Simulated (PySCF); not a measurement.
Computed shifts of a molecule C3H5BO2, PySCF with PBE/pcSseg-1, GIAO, gas phase, equivalent atoms averaged, in ppm (number of nuclei): ¹³C: 181.2 (1), 97.2 (1), 75.4 (1). ¹H: 5.71 (1), 5.00 (1), 4.74 (1), 4.49 (2). References: ¹³C against TMS (σ = 182.0 ppm); ¹⁷O against H2O (σ = 334.3 ppm); ¹¹B against BF3 (σ = 83.9 ppm); ¹H against TMS (σ = 31.49 ppm), references at their B3LYP-D3(BJ)/def2-TZVP geometries, non-relativistic. Geometry: PBE0-D3(BJ)/def2-SVP. One conformer was computed; it need not be the lowest.

### Question
Which structure fits?
A) C=CB(O)C=O
B) C=C1OCB1O
C) O=C1CCB1O
D) OCB1C=CO1

### Answer
B, C=C1OCB1O
